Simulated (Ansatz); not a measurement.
Consider the ligand exchange at the Si–C bond: `NC(S)C[SiH3]` + `[NH2][GaH][SiH3]` → `[SiH3][NH][GaH][SiH3]` + `CC(N)S`.

Gas-phase electronic energies from Ansatz, PBE0-D4/def2-TZVP geometries. CCSD(T)/CBS is the MP2 limit (def2-TZVPP, def2-QZVPP) plus CCSD(T) − MP2 in def2-TZVPP, frozen cores. DFT in def2-TZVPP. For Ga outer-core shells are correlated without core-valence functions, which leaves a few kJ/mol of doubt a bond. Scalar relativity is left out up to krypton. Each species was taken in one conformer, which may not be the lowest.

Question: Is it downhill or uphill in electronic energy at CCSD(T)/CBS, and by how much? (Estimate.)

Answer: The calculation gave: Downhill: ΔE = -58.6 kJ/mol.

Question: What do these levels give: PBE-D4, ωB97X-V, PBE, PBE0, HF/def2-TZVPP, MP2/def2-TZVPP? (Estimate.)

Answer: Computed: PBE-D4 -48.9, ωB97X-V -56.1, PBE -50.7, PBE0 -54.6, HF/def2-TZVPP -75.9, MP2/def2-TZVPP -60.1 kJ/mol.

Largest T1 diagnostic among the species: 0.015.

In def2-TZVPP, CCSD(T) changes the Hartree–Fock value by +16.1 kJ/mol (the triples alone add +2.2 kJ/mol) and MP2 by +15.8 kJ/mol. From PBE to PBE0 (25 % exact exchange), in def2-TZVPP and without D4, ΔE moves by −3.8 kJ/mol.
